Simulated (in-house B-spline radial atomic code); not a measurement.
C: [He] 2s1 2p2 5d1 (an excited or competing configuration)

All numbers are computed (Dirac-Hartree-Fock, average of configuration; Fermi nucleus of rms radius 2.4702 fm) with a B-spline radial code for spherical atoms, not measured.

Screening seen three ways: the hydrogenic charge with the same mean radius, Z_r = [3n² - l(l+1)]/(2<r>), the one with the same energy, Z_e = n√(-2ε), and Slater's rules. Values are occupation-weighted means over j.

```tsv
shell	electrons	ε (eV)	<r> (bohr)	Z_r	Z_e	Slater
1s	2	-322.5	0.2686	5.59	4.87	5.70
2s	1	-32.232	1.46	4.11	3.08	3.60
2p	2	-22.309	1.497	3.34	2.56	3.60
5d	1	-0.54931	34.1	1.01	1.00	1.00
```

The least bound orbital is 5d3/2 at -0.5493 eV, and it is also the most diffuse (<r> = 34.1 bohr).

Spin-orbit splittings of the orbital energies (j = l + 1/2 above j = l - 1/2 when positive): 2p 0.01025 eV, 5d -2.534e-07 eV.

For the 1s electron the small component carries 0.0427 % of the norm, the zero-frequency Breit interaction raises the level by 0.0695 eV, self-energy by 0.02248 eV, and vacuum polarisation lowers it by 0.0009853 eV.
